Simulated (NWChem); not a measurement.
# What each level costs for BF

```
B
F 1 1.2635
```
Charge 0, spin multiplicity 1.

All runs are NWChem calculations. All single points use one geometry, from B3LYP/def2-SVP, a minimum by its harmonic frequencies.

Basis set: def2-QZVP (114 functions). Each entry is one whole single-point run; the coupled-cluster runs use the TCE module, and the SCF and DFT modules converge to different thresholds.

The correlated methods keep 2 core orbitals frozen. B3LYP has NWChem's definition, with VWN1-RPA local correlation. The structure started from a generated list of species.

Roughly how much processor time does each of these take, relative to RHF: MP2, B2PLYP, PBE, B3LYP, TPSS, CR-CCSD(T)?

TPSS about the same, within a factor of 3; B3LYP about the same, within a factor of 3; PBE about the same, within a factor of 3; MP2 about 3; B2PLYP about 4; CR-CCSD(T) about 30 (rough ratios from shared machines).
